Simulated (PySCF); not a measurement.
# Radial density of Pb³⁺ (lead, charge +3)

PBE0, [Xe] 4f14 5d10 6s1, 2S determinant. Calculation: PySCF 2.14, in def2-TZVP with the def2 core potential (60 electrons) (6s5p3d2f, 50 functions); scalar relativity through the core potential. This is the valence pseudo-density: the core potential removes the inner electrons and smooths the orbitals near the nucleus.

| r (bohr) | 4πr²ρ (e/bohr) | 4πr²(ρα − ρβ) |
| --- | --- | --- |
| 0.0186 | 1.770e-05 | 0.0000 |
| 0.0313 | 3.510e-05 | 0.0000 |
| 0.0527 | 5.402e-05 | 0.0000 |
| 0.0886 | 0.0001544 | 0.0000 |
| 0.149 | 0.001384 | 0.0000 |
| 0.251 | 0.02726 | 0.0005 |
| 0.422 | 1.102 | 0.0289 |
| 0.709 | 15.20 | 0.1455 |
| 1.19 | 15.80 | 0.0670 |
| 2.01 | 2.921 | 0.6806 |
| 3.38 | 0.1491 | 0.1039 |
| 5.68 | 0.0005261 | 0.0005 |

Energies and moments cover only the electrons outside the core potential. Spin-orbit coupling, which splits the p, d and f shells strongly at this Z, is absent.
